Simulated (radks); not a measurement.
The tellurium anion Te2-, [Xe], held by a Watson sphere: a shell of charge +2 at radius R that stands for the Madelung well of a crystal (potential energy -2/R inside, -2/r outside, in hartree with lengths in bohr). Method: scalar-relativistic Kohn-Sham, LDA (Slater exchange, VWN5 correlation), spin-unpolarised, spherical densities, finite nucleus; Fermi nuclear charge, rms radius of each element as measured or else 0.836 A^(1/3) + 0.57 fm; computed with a radial shooting solver on a logarithmic mesh with Libxc functionals. Response by self-consistent Sternheimer equations with the Hartree and adiabatic LDA kernel, the relativistic mass of each level held fixed and spin-orbit coupling left out. The sphere does not respond.

R (bohr)  e(4d) (eV)  e(5s) (eV)  e(5p) (eV)  <r> 5p (bohr)  sum of <r^2> (bohr^2)  X-ray form factor at sin(theta)/lambda = 0.2 1/angstrom  alpha (bohr^3)
2.96         -40.169     -15.368      -6.762          2.744                  81.84                                                   41.578           52.94
3.08         -40.010     -15.125      -6.586          2.774                  83.12                                                   41.560           56.00
3.55         -39.474     -14.271      -5.895          2.884                  88.03                                                   41.521           69.89
4.05         -38.975     -13.507      -5.200          2.987                  92.96                                                   41.514           88.10
4.86         -38.251     -12.518      -4.213          3.129                  100.4                                                   41.532           126.1
5.76         -37.562     -11.679      -3.325          3.257                  108.0                                                   41.555           184.1
